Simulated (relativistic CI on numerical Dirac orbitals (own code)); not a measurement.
Sensitivity of the levels of Lu³⁴⁺ to α and to the nuclear radius

Computed by Dirac-Coulomb-Breit CI, orbitals from a KLI potential per configuration, derivatives by finite differences, unscaled Slater integrals, QED left out (own radial code, finite nucleus).

CI space (outside the closed core [Ar] 3d10): 4s²4p⁶4d, 4s²4p⁶4f, 4s²4p⁵4d², 4s4p⁶4d², 4s²4p⁵4d4f, 4s4p⁶4d4f. Double excitations out of closed p, d and f shells are left out; levels of such configurations are missing from the list, as are those of other unlisted configurations, and high levels can miss mixing partners.

With x = (α/α₀)² − 1 an excitation energy changes as ω = ω₀ + qx; K = 2q/ω₀ is the relative enhancement. Terms are leading LS components, so labels can repeat. The field-shift factor is F = δν/δ⟨r²⟩ for the transition from the lowest level.

Lowest level 4s²4p⁶4d ²D3/2.

```csv
Level,ω₀ (cm⁻¹),q (cm⁻¹),K,F (GHz/fm²)
4s²4p⁶4d ²D5/2,121887,123300,2.02,2.82
4s²4p⁵4d² ⁴D°1/2,1139937,59090,0.104,8.07
4s²4p⁵4d² ⁴D°3/2,1141224,48310,0.0847,7.73
4s²4p⁵4d² ⁴F°5/2,1166727,50870,0.0872,7.62
4s²4p⁵4d² ⁴G°7/2,1181537,46270,0.0783,6.73
4s²4p⁵4d² ⁴P°3/2,1235005,63420,0.103,7.61
4s²4p⁵4d² ⁴D°5/2,1244081,163300,0.262,9.94
4s²4p⁵4d² ⁴G°9/2,1266919,165500,0.261,9.07
4s²4p⁵4d² ⁴D°7/2,1268117,171300,0.27,9.82
4s²4p⁵4d² ⁴D°3/2,1285625,169100,0.263,10.3
4s²4p⁵4d² ⁴P°5/2,1289196,169900,0.264,10.3
4s²4p⁵4d² ²H°11/2,1297036,174600,0.269,9.25
4s²4p⁵4d² ²G°7/2,1307537,164900,0.252,10.3
```

At this charge energies of transitions that change n are usually good to better than 1 %, and those within a shell (Δn = 0) to a few per cent.
